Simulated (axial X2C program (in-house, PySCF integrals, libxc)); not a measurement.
## Ionising CrO

All values come from calculations with an in-house relativistic program for diatomic molecules, spin-free (one-electron X2C) or two-component (2c: spin–orbit coupling with atomic mean-field Coulomb and Gaunt terms, which also bring small scalar terms), in Dyall basis sets with cores contracted in-house; open shells are unrestricted.

Basis sets: Cr dyall-cv3z, O dyall-av3z.

```json
{"Hamiltonian": "spin-free", "level": "PBE0", "CrO state": "M_S = 2, Λ = 1", "Re (Å)": "1.601", "ωe (cm⁻¹)": "893.9", "De (eV)": "4.12"}
{"Hamiltonian": "2c", "level": "PBE0", "CrO state": "Ω = 1", "Re (Å)": "1.601", "ωe (cm⁻¹)": "894.2", "De (eV)": "4.13"}
```

Adiabatic ionisation energy (minimum to minimum, no zero-point term) and constants of CrO⁺:

| Hamiltonian | level | CrO⁺ state | IE (eV) | Re (Å) | ωe (cm⁻¹) | De (eV) | fragments |
| --- | --- | --- | --- | --- | --- | --- | --- |
| spin-free | PBE0 | M_S = 3/2, Λ = 0 | 8.19 | 1.579 | 765.8 | 2.99 | Cr+ + O |
| 2c | PBE0 | Ω = 3/2 | 8.20 | 1.580 | 764.3 | 2.98 | Cr+ + O |

Add the zero-point terms to the ionisation energy at PBE0, 2c, and say whether the electron removed was bonding.

IE0 = IE + (ωe⁺ − ωe)/2 = 8.20 + (-0.008) = 8.19 eV. Re changes by -0.021 Å, so the bond shortens, as on loss of an antibonding or a polarising non-bonding electron.

Close the cycle De(CrO⁺) + IE(CrO) = De(CrO) + IE(Cr) to find the atomic ionisation energy at PBE0, 2c.

IE(Cr) = 2.98 + 8.20 − 4.13 = 7.05 eV, for the determinants used.

Each entry is the lowest single determinant of a limited PBE0 search at one distance. De goes to single-determinant-based atoms at the same level (for ions the charge split of lowest energy) and is withheld (n/a) where an atom does not fit its ground term or J level. Main or longest-lived isotopes. One determinant is a doubtful description, or other states lie close, for CrO, CrO⁺; these need not be ground states, and all values refer to the states named. Some open-shell Ω = 0 determinants are out of reach, so the Ω given for CrO need not be the lowest component. With several unpaired electrons the Ω given is that of one determinant, not necessarily of the lowest component. Some light 2c atoms are not at their ground J level, so De misses part of their lowering (0.04 eV or less). The functionals have no current term, which raises determinants with orbital currents.
